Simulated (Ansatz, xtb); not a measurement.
Breaking a bond: PH, triplet.

- UCCSD(T) = Ansatz (a quantum-chemistry and plane-wave program) with CCSD(T) on UHF/cc-pVTZ, frozen core
- GFN1-xTB (xtb)
- ROCCSDT = CCSDT on ROHF/cc-pVTZ, frozen core (Ansatz)

Total energies in hartree (comparable only within one method and basis):

| R / Å | UCCSD(T) | GFN1-xTB | ROCCSDT |
|---|---|---|---|
| 1.07 | -341.34231 | -2.93971 | -341.34303 |
| 1.14 | -341.38151 | -2.98080 | -341.38224 |
| 1.22 | -341.40952 | -3.00758 | -341.41027 |
| 1.27 | -341.42033 | -3.01714 | -341.42109 |
| 1.33 | -341.42822 | -3.02368 | -341.42900 |
| 1.39 | -341.43185 | -3.02637 | -341.43265 |
| 1.43 | -341.43244 | -3.02659 | -341.43325 |
| 1.50 | -341.43080 | -3.02470 | -341.43164 |
| 1.51 | -341.43034 | -3.02424 | -341.43119 |
| 1.56 | -341.42736 | -3.02133 | -341.42824 |
| 1.66 | -341.41891 | -3.01300 | -341.41986 |
| 1.74 | -341.41067 | -3.00441 | -341.41168 |
| 1.92 | -341.39036 | -2.98102 | -341.39163 |
| 2.11 | -341.36937 | -2.95511 | -341.37142 |
| 2.39 | — | -2.92012 | -341.34796 |
| 2.54 | — | -2.90359 | — |
| 2.84 | — | -2.87621 | — |
| 3.12 | — | -2.85762 | — |
| 3.56 | — | -2.83986 | — |

A dash means that the run gave no value there, or that the column was ended at a point which the program doubted or which failed a test of continuity chosen for this set; such a test can also cut sound points.

The unrestricted determinant behind UCCSD(T) is spin-contaminated at 1.92 to 5.68 Å (<S²> up to 3.0, against 2.00 for a pure triplet). The T1 diagnostic of CCSD on the restricted reference of ROCCSDT exceeds 0.045 at 2.39 to 2.54 Å.
